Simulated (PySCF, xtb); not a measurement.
## Two isomers of CH6SiTe

Structure X: `C[SiH2][TeH]`, a singlet. Structure Y: `C[Te][SiH3]`, a singlet. Both are isolated molecules in the gas phase, relaxed with B3LYP-D3(BJ)/def2-SVP; the shapes shown needn't be the lowest conformers.

X (Å):

```xyz
9

C    -1.9514    0.4471   -0.7307
Si   -1.4247   -1.3271   -1.0724
Te   -1.4932   -2.7611    1.0129
H    -1.2689    0.9218   -0.0085
H    -1.9346    1.0377   -1.6619
H    -2.9689    0.4754   -0.3123
H    -2.3715   -2.0061   -2.0035
H    -0.0554   -1.3606   -1.6619
H    -0.3099   -1.8305    1.7427
```

Y (Å):

```xyz
9

C    -2.2626    0.5222    0.5037
Si   -0.8760   -1.8884   -1.4997
Te   -3.0821   -0.7614   -1.0703
H    -1.8738   -0.0989    1.3197
H    -3.0922    1.1418    0.8675
H    -1.4746    1.1600    0.0853
H    -1.1022   -2.8840   -2.5849
H     0.1558   -0.8996   -1.9290
H    -0.3811   -2.5815   -0.2744
```

Energies in hartree; the thermal terms are from GFN2-xTB frequencies at re-optimised GFN2-xTB minima (ideal gas, soft modes damped towards free rotors, one conformer each, 400 K, 1 atm) and include the zero-point energy:

```
                              X           Y
E, CCSD(T)/def2-SVP  −597.620259  −597.603281
    E, MP2/def2-SVP  −597.559636  −597.542293
  E, MP2/def2-TZVPP  −598.124392  −598.108877
  zero-point energy     0.059213     0.060506
       H(400 K) − E     0.066607     0.067894
       G(400 K) − E     0.027673     0.028845
```

Task: Correct the CCSD(T) difference for the basis set by the MP2 change, then work out ΔE, ΔE₀, ΔH and ΔG for X → Y in kJ/mol (1 Eh = 2625.50 kJ/mol) and the equilibrium ratio [Y]/[X].

Result: 1. Differences Y − X: CCSD(T) +0.016978, MP2 in the small set +0.017343, MP2 in the large set +0.015515 Eh.
2. ΔE = +0.016978 + (+0.015515 − (+0.017343)) = +0.015150 Eh = +39.78 kJ/mol.
3. ΔE₀ = ΔE + ΔZPE = +0.015150 + (+0.001293) Eh = +43.17 kJ/mol.
4. ΔH = ΔE + (+0.001287) Eh = +43.16 kJ/mol.
5. ΔG = ΔE + (+0.001172) Eh = +42.85 kJ/mol, so ΔS = (ΔH − ΔG)/T = +0.8 J/(mol K).
6. kT = 1.2667 mEh, so K = [Y]/[X] = exp(−ΔG/kT) = exp(−12.89) ≈ 2.5 × 10^−6.

Structure X is favoured at this temperature. An error of 4 kJ/mol in ΔG would change K by a factor of 3.3. Mirror images and further conformers aren't counted.

As drawn, Y has 1 C–Te, 1 Si–H in place of 1 C–Si, 1 Te–H.

Other levels gave ΔE = +7.6 (GFN2-xTB); +29.2 (HF/STO-3G, GFN2-xTB geometries); +47.7 (r2SCAN-D4/def2-SVP, GFN2-xTB geometries); +42.2 (B3LYP-D3(BJ)/def2-SVP); +47.8 (HF/def2-SVP); +45.5 (MP2/def2-SVP); +44.6 (CCSD(T)/def2-SVP) kJ/mol. The correlated steps freeze 10 core orbitals; the filled d shell of Te is correlated, in a basis made for valence electrons. Atoms past krypton carry core potentials in the def2 sets, without spin–orbit terms. Programs: PySCF 2.14.0, xtb 6.7.1.
